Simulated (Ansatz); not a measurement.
A series at Ge: from `[Cl][Ge]([Cl])([Cl])[Br]`, ligands are replaced one by one, each step taking up H₂ and setting free HCl; n counts the steps. Ansatz, PBE0-D4/def2-TZVP geometries.

| n | molecule | HOMO energy, ωB97M-V/def2-TZVPP (eV) |
| --- | --- | --- |
| 0 | `[Cl][Ge]([Cl])([Cl])[Br]` | -11.41 |
| 1 | `[Cl][GeH]([Cl])[Br]` | -11.16 |
| 2 | `[Cl][GeH2][Br]` | ? |
| 3 | `[GeH3][Br]` | -10.47 |

Q: By hand: fit a straight line y = ȳ + b (n − n̄) to the 3 given rows and predict n = 2.

A: n̄ = 1.333, ȳ = -11.013; Σ(n − n̄)(y − ȳ) = 1.483, Σ(n − n̄)² = 4.667, so b = 0.318 eV a step. Prediction: -11.013 + (0.318) × (0.667) = -10.80 eV.

Q: By hand: compare with the computed value, -10.81 eV, and give the steps along the whole series.

A: The line misses by -0.01 eV (computed minus predicted). Steps: 0.25, 0.35, 0.34 eV.

The steps differ by up to 0.10 eV without a steady trend. The highest orbital can change its character along such a series. The miss is 1.1 % of the series' range.

Spin–orbit coupling is left out; it splits and shifts lone-pair levels of the heavy atoms by tenths of an eV.
